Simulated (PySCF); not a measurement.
Compound: C4H9B.
Structure used (PBE0-D3(BJ)/def2-SVP), in Å, numbered top down from 1:
```
atom  x, y, z in Å
B1    -0.0685    1.5136    0.1984
C2    -1.2559    0.5597   -0.1752
C3    -0.6937   -0.8551    0.0259
C4     0.8072   -0.7345   -0.2596
C5     1.2186    0.6261    0.3215
H6    -0.1336    2.7115    0.3611
H7    -2.2391    0.7552    0.2795
H8    -1.3892    0.7627   -1.2623
H9    -0.8432   -1.1583    1.0777
H10   -1.1840   -1.6236   -0.5931
H11    1.3852   -1.5843    0.1377
H12    0.9725   -0.7271   -1.3519
H13    2.1693    1.0391   -0.0488
H14    1.3438    0.5432    1.4252
```

Linear response at CAM-B3LYP/def2-SVPD (PySCF, frozen core in the response, non-relativistic).

Static isotropic polarisability: 59.58 au (8.83 Å³), principal values 52.1, 63.1, 63.6 au.

Task: What is the polarisability at 1064 nm and at the sodium D line?

Result: 60.00 au at 1064 nm (+0.7 %), 60.99 au at 589.3 nm (+2.4 %). The rise at 589.3 nm is 3.34 times that at 1064 nm; a pure ω² law gives 3.26. The lowest singlet lies at 210 nm, shorter than both wavelengths.

Task: What is the isotropic C6 coefficient between two such molecules, C6 = (3/π)∫α(iω)² dω?

Result: 1520 au (Eh·bohr⁶) by a ten-point quadrature over imaginary frequencies, which is 908 eV·Å⁶ or 87.6 J·nm⁶/mol.

Task: Which effective excitation energy ω̄ makes London's formula C6 = (3/4)α²ω̄ exact here?

Result: ω̄ = 4·C6/(3α²) = 0.571 Eh = 15.5 eV. A one-pole form α(ω) = α/(1 − ω²/ω̄²) fitted to the 1064 nm value gives 13.9 eV.

Task: The lowest 6 singlets have (eV, f): 5.91, 0.000; 6.29, 0.003; 7.58, 0.034; 7.86, 0.004; 7.90, 0.009; 8.03, 0.009. What share of the static polarisability do they carry in the sum over states α = Σ f/ω²?

Result: 0.75 au, 1.3 % of α; the largest term, 0.44 au, is that of the state at 7.58 eV. Their oscillator strengths add up to 0.06. Higher states carry the rest.

Task: What three-body coefficient follows from the one-pole estimate C9 = (3/4)·α·C6?

Result: 67900 au. This is an estimate from the two numbers above, not a computed integral.

Task: How many electrons N does the Slater–Kirkwood formula C6 = (3/4)·√N·α^(3/2) need to give this C6?

Result: N = (4·C6/3)²/α³ = 19.4; the species has 38 electrons in all.

Task: How anisotropic is the static polarisability, by Δα² = ½[(α1 − α2)² + (α2 − α3)² + (α3 − α1)²]?

Result: Δα = 11.3 au, or 0.19 of the isotropic value.

Task: What n − 1 at the D line would an ideal gas of it have at 273.15 K and 1 atm (2.6868 × 10¹⁹ cm⁻³), by n − 1 = 2π·N·α′?

Result: 15.26 × 10⁻⁴, a formal value whether or not that pressure can be reached.

Task: What molar refraction at the D line follows from R = (4π/3)·N_A·α′, with α′ the polarisability volume?

Result: α′ = 9.04 Å³ gives R = 22.80 cm³/mol, for isolated, non-vibrating species.

One conformer stands for the species.
